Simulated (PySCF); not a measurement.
Isomers of C6H10FN3. The calculation used PBE0-D3(BJ)/def2-SVP geometry optimisation, gas phase (PySCF 2.14.0). One conformer each; no zero-point energy, no entropy. No frequencies were run at this level. Point groups hold within 0.08 Å.

Question: Rank from lowest to highest electronic energy at this level (kcal/mol).
A. `[CH3:1][CH2:2][C@@H:3]([CH3:4])[n:5]1[n:6][cH:7][c:8]([F:9])[n:10]1` with C1–C2–C3–C4 177°, C2–C3–N5–N6 121°
B. `[CH3:1][c:2]1[c:3]([F:4])[n:5][n:6][n:7]1[CH:8]([CH3:9])[CH3:10]` with N6–N7–C8–C9 65°

Answer: A (0.0), B (2.4).

Neighbours under 2.5 kcal/mol apart (CC[C@@H](C)n1ncc(F)n1 and Cc1c(F)nnn1C(C)C) can change places with a better method, another conformer or zero-point energy.

| SMILES | E (Eh) | E rel (kcal/mol) | dipole (D) | point group | A, B, C (MHz) |
| --- | --- | --- | --- | --- | --- |
| CC[C@@H](C)n1ncc(F)n1 | -497.82552 | 0.0 | 1.85 | C1 | 2230, 888.4, 831.0 |
| Cc1c(F)nnn1C(C)C | -497.82164 | 2.4 | 5.48 | near Cs | 2468, 937.9, 801.1 |

Question: How do the relative energies change in single points at PBE0/pcSseg-1 (no added dispersion term) on the same geometries?

Answer: 
```csv
SMILES,PBE0-D3(BJ)/def2-SVP (kcal/mol),PBE0/pcSseg-1 (kcal/mol),shift
CC[C@@H](C)n1ncc(F)n1,0.0,0.0,0.0
Cc1c(F)nnn1C(C)C,2.4,2.0,-0.4
```

Each column counts from its own lowest isomer. The order is unchanged; the largest shift is 0.4 kcal/mol.

Question: As an exercise, what shares would exp(−E/RT) give at 2000 K from these electronic energies alone (no entropy, no degeneracies)?

Answer: RT = 3.974 kcal/mol: CC[C@@H](C)n1ncc(F)n1 64.9 %, Cc1c(F)nnn1C(C)C 35.1 %.
